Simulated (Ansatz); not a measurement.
System: C6H13O, net charge 0, doublet state. It need not be the lowest isomer of its formula. 
Structure (B3LYP-D3(BJ)/def2-TZVP (Ansatz, a program for electronic structure) minimum search):
```xyz
20

C      3.6538    -0.0582     0.1515
C      2.2716    -0.6563    -0.0943
C      1.1342     0.2766     0.3144
C     -0.2518    -0.3119     0.0700
C     -1.3930     0.6370     0.4914
C     -2.7599     0.1148     0.2329
O     -3.1926    -0.0235    -1.0630
H      3.7864     0.8691    -0.4113
H      3.7983     0.1751     1.2092
H      4.4466    -0.7457    -0.1488
H      2.1648    -0.9101    -1.1540
H      2.1771    -1.5991     0.4540
H      1.2290     1.2222    -0.2319
H      1.2386     0.5298     1.3757
H     -0.3552    -1.2541     0.6167
H     -0.3643    -0.5609    -0.9898
H     -1.2997     0.8584     1.5583
H     -1.2599     1.5963    -0.0296
H     -3.2173    -0.6191     0.8834
H     -2.7331     0.6141    -1.6227
```
Charge 0, spin multiplicity 2.

Property: atomisation energy (electronic, to ground-state atoms), in eV. Correlated levels leave the core frozen unless marked. Open shells are spin-unrestricted. No spin-orbit coupling. Non-relativistic. The coupled-cluster limit lacks core correlation, which all-electron functionals hold. Basis-set limits of correlation are two-point, X^-3; Hartree-Fock from the larger set. The bracket is a focal-point correction in the basis named.

| level | program | atomisation energy (eV) |
|---|---|---|
| HF/STO-3G | Ansatz | 75.12 |
| PBE0/STO-3G | Ansatz | 97.16 |

Problem. What does RI-MP2/CBS(cc-pVTZ,cc-pVQZ)+[CCSD(T)-MP2]/cc-pVTZ (Ansatz) give?

Solution. 81.75 eV
